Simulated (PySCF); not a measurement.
FK, charge +1, doublet, at the geometry of the source list (a state made from the parent by changing its charge; the spin is typed, not shown lowest); PySCF with DF-B97M-V/def2-SVPD.

Input for PySCF:
```python
from pyscf import gto, scf, dft

mol = gto.M(
    atom='''
K    -0.539800   -0.445200   -0.729200
F     0.539800    0.445200    0.729200
''',
    basis='def2-svpd',
    charge=1,
    spin=1,
    verbose=4,
)

mf = dft.UKS(mol)
mf.xc = 'b97m_v'
mf = mf.density_fit(auxbasis='def2-universal-jkfit')
mf.kernel()
```

Output, abridged:

```
PySCF version 2.14.0

[INPUT] verbose = 4
[INPUT] num. atoms = 2
[INPUT] num. electrons = 27
[INPUT] charge = 1
[INPUT] spin (= nelec alpha-beta = 2S) = 1
[INPUT] symmetry False subgroup None
[INPUT] Mole.unit = angstrom
[INPUT] Symbol           X                Y                Z      unit          X                Y                Z       unit  Magmom
[INPUT]  1 K     -0.539800000000  -0.445200000000  -0.729200000000 AA   -1.020074162040  -0.841306070656  -1.377988290033 Bohr   0.0
[INPUT]  2 F      0.539800000000   0.445200000000   0.729200000000 AA    1.020074162040   0.841306070656   1.377988290033 Bohr   0.0

nuclear repulsion = 44.7699272795262
number of shells = 20
number of NR pGTOs = 87
number of NR cGTOs = 50
basis = def2-svpd
ecp = {}

******** <class 'pyscf.df.df_jk.DFUKS'> ********
method = DFUKS
initial guess = minao
damping factor = 0
level_shift factor = 0
DIIS = <class 'pyscf.scf.diis.CDIIS'>
diis_start_cycle = 1
diis_space = 8
diis_damp = 0
SCF conv_tol = 1e-09
SCF conv_tol_grad = None
SCF max_cycles = 50
direct_scf = False
number electrons alpha = 14  beta = 13
XC library pyscf.dft.libxc version 7.1.2
    S. Lehtola, C. Steigemann, M. J. T. Oliveira, and M. A. L. Marques,  SoftwareX 7, 1–5 (2018)
XC functionals = b97m_v
    N. Mardirossian and M. Head-Gordon,  J. Chem. Phys. 142, 074111 (2015)
radial grids:
    Treutler-Ahlrichs [JCP 102, 346 (1995); DOI:10.1063/1.469408] (M4) radial grids

becke partition: Becke, JCP 88, 2547 (1988); DOI:10.1063/1.454033
pruning grids: <function nwchem_prune>
grids dens level: 3
symmetrized grids: False
atomic radii adjust function: <function treutler_atomic_radii_adjust>
** Following is NLC and NLC Grids **
NLC functional = b97m_v
radial grids:
    Treutler-Ahlrichs [JCP 102, 346 (1995); DOI:10.1063/1.469408] (M4) radial grids

becke partition: Becke, JCP 88, 2547 (1988); DOI:10.1063/1.454033
pruning grids: <function nwchem_prune>
grids dens level: 3
symmetrized grids: False
atomic radii adjust function: <function treutler_atomic_radii_adjust>
small_rho_cutoff = 0
Set gradient conv threshold to 3.16228e-05
tot grids = 34304
tot grids = 34304
init E= -699.288090704299

cycle= 1 E= -699.093903298447  delta_E= 0.194  |g|= 0.114  |ddm|= 1.03
cycle= 2 E= -699.103437531324  delta_E= -0.00953  |g|= 0.0369  |ddm|= 0.221
cycle= 3 E= -699.103860714448  delta_E= -0.000423  |g|= 0.028  |ddm|= 0.0665
cycle= 4 E= -699.104143418305  delta_E= -0.000283  |g|= 0.00477  |ddm|= 0.0194
cycle= 5 E= -699.104152778632  delta_E= -9.36e-06  |g|= 0.000663  |ddm|= 0.00504
cycle= 6 E= -699.104153063685  delta_E= -2.85e-07  |g|= 0.000241  |ddm|= 0.000863
cycle= 7 E= -699.104153134192  delta_E= -7.05e-08  |g|= 0.0001  |ddm|= 0.000484
cycle= 8 E= -699.104153184482  delta_E= -5.03e-08  |g|= 8.93e-05  |ddm|= 0.000477
cycle= 9 E= -699.104153324159  delta_E= -1.4e-07  |g|= 5.94e-05  |ddm|= 0.00169
cycle= 10 E= -699.104153425776  delta_E= -1.02e-07  |g|= 3.48e-06  |ddm|= 0.00306
cycle= 11 E= -699.10415342583  delta_E= -5.34e-11  |g|= 3.76e-07  |ddm|= 6.65e-05
Extra cycle  E= -699.104153425832  delta_E= -2.27e-12  |g|= 3.1e-07  |ddm|= 1.53e-06
converged SCF energy = -699.104153425832  <S^2> = 0.75245509  2S+1 = 2.0024536
```
